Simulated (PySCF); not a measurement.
A GIAO shielding run with PySCF (density fitting, non-relativistic, gas phase) on `C#C[C@@H](C)[SiH]([SiH3])[SiH3]`, C₄H₁₂Si₃:

```
$ OMP_NUM_THREADS=1 python probes_run.py task.json out

{"job": {"kind": "nmr", "xc": "PBE0", "basis": "pcSseg-1"}, "charge": 0, "multiplicity": 1}
C      2.271547     1.549456    -0.166450
C      1.608799     0.610474    -0.504245
C      0.785384    -0.516885    -0.866534
C      1.408485    -1.818189    -0.362505
Si    -1.002717    -0.252482    -0.166773
Si    -0.905966    -0.415485     2.149985
Si    -1.850501     1.705788    -1.082109
H      2.871575     2.364643     0.108404
H      0.733569    -0.554276    -1.961156
H      1.502949    -1.801640     0.722266
H      2.401227    -1.964817    -0.787467
H      0.785807    -2.665991    -0.641829
H     -1.730872    -1.423829    -0.716909
H     -2.099982     0.183622     2.754011
H      0.258296     0.274765     2.710747
H     -0.844904    -1.793736     2.649647
H     -1.051107     2.873904    -0.710274
H     -3.211384     1.941057    -0.590862
H     -1.940006     1.712872    -2.545409
```

Hardware: 1 thread of an Intel Xeon, shared host. The job also computes population analyses, field gradients.

Problem. How large is the calculation?

Solution. 78 electrons, 200 basis functions and 1107 auxiliary functions.

Problem. How long does it take, and how much memory does it need?

Solution. 83 s of wall time, with 13 SCF cycles and 5 response iterations; peak memory 0.92 GiB. Times on a shared host scatter by some tens of per cent.
